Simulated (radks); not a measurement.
Results of a calculation; reference values are marked as such.
Mean orbital radii <r> (bohr) of the barium ion Ba+, [Xe] 6s1, at several levels of relativity; Dirac values are averaged over j with weights 2j + 1. Spin-unpolarised spherical Kohn-Sham, PBE, point nucleus unless stated (finite: rms radius 4.8378 fm), a radial shooting solver on a logarithmic mesh with Libxc functionals. A level marked "c x" has the speed of light scaled by that factor.

shell	non-rel.	Dirac, finite nucleus	Dirac, c x 3	Dirac, c x 10	change of magnitude, last against first (%)
2p	0.09900	0.09593	0.09867	0.09897	-0.03
3s	0.3063	0.2916	0.3048	0.3062	-0.05
3p	0.2964	0.2895	0.2956	0.2963	-0.02
3d	0.2671	0.2666	0.2670	0.2671	0.00
4s	0.7037	0.6739	0.7005	0.7034	-0.04
4p	0.7281	0.7150	0.7267	0.7280	-0.02
4d	0.7957	0.8006	0.7962	0.7958	+0.01
5s	1.705	1.638	1.698	1.705	-0.04
5p	1.929	1.911	1.927	1.929	-0.01
5d (empty)	2.977	3.100	2.990	2.978	+0.04
6s	4.477	4.332	4.462	4.476	-0.03
6p (empty)	5.422	5.408	5.420	5.422	0.00
